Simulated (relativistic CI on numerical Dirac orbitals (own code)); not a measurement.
# Rh²⁷⁺: sensitivity of the levels to the model

Base calculation: Dirac-Coulomb-Breit CI, separate exchange-only KLI orbitals for each configuration, QED by a radiative potential, unscaled Slater integrals.

CI space (outside the closed core [Ne]): 3s2.3p6, 3s2.3p5.3d, 3s.3p6.3d, 3s2.3p5.4s, 3s2.3p5.4p, 3s2.3p5.4d, 3s.3p6.4s, 3p6.3d.4p, 3s2.3p5.4f, 3s.3p6.4p, 3s.3p6.4d, 3s.3p6.4f, 3s2.3p5.5s, 3s2.3p5.5p, 3s2.3p5.5d, 3s2.3p5.5f, 3s2.3p5.5g, 3s.3p6.5s, 3s.3p6.5p, 3s.3p6.5d, 3s2.3p5.6s, 3s.3p6.5f, 3p6.3d2, 3p5.3d3, 3p5.3d2.4s, 3p5.3d2.4p, 3p5.3d2.4d, 3p6.3d.4s, 3p5.3d.4s2, 3p5.3d.4s.4p, 3p5.3d.4s.4d. Double excitations out of closed p, d and f shells are left out; levels of such configurations are missing from the list, as are those of other unlisted configurations, and high levels can miss mixing partners. These lack a partner that the ground configuration has and come out too high: 3s2.3p5.4f, 3s2.3p5.5s, 3s2.3p5.5p, 3s2.3p5.5d, 3s2.3p5.5f.

Variants: (1) valence Slater integrals scaled by 0.9; (2) non-relativistic limit; (3) one mean potential for all configurations. Shifts of the energy above 3s2.3p6 1S_0, in eV, for the lowest level and the first level of each name with at least 55 % of one term (blank where a level changes its place among those of its configuration and J or its character, or is not in the variant):

```csv
Level,Base,Δ(1),Δ(2),Δ(3)
3s2.3p6 1S_0,0.000,0.000,0.000,0.000
3s2.3p5.3d 3P°_0,121.905,+1.092,-2.089,-0.037
3s2.3p5.3d 3P°_1,125.233,+0.905,-5.417,-0.037
3s2.3p5.3d 3F°_3,130.397,+0.287,-5.672,-0.035
3s2.3p5.3d 3F°_4,133.437,+0.583,-8.713,-0.035
3s2.3p5.3d 3D°_3,142.773,-0.360,-8.763,-0.036
3s2.3p5.3d 3D°_1,152.155,-0.619,-18.145,-0.036
3s2.3p5.3d 3F°_2,161.217,+0.268,,-0.036
3s2.3p5.3d 1P°_1,192.292,-3.603,-22.132,-0.044
3s.3p6.3d 3D_1,265.321,+0.309,-39.497,+0.039
3s.3p6.3d 3D_2,267.180,+0.240,-41.356,+0.038
3s.3p6.3d 3D_3,272.065,+0.311,-46.242,+0.034
3s.3p6.3d 1D_2,281.720,-0.765,-44.956,+0.033
3p6.3d2 3F_2,539.358,+0.374,-80.473,+0.093
```

At this charge energies of transitions that change n are usually good to better than 1 %, and those within a shell (Δn = 0) to a few per cent.

Ionisation energy from the two ground configurations alone: base 1544.16 eV. The NIST ASD value (semi-empirical) is 1544 eV.

LS names give the leading component of a level, which can be under half, so a name can repeat, a term be missing and a line seem to break the LS rules.
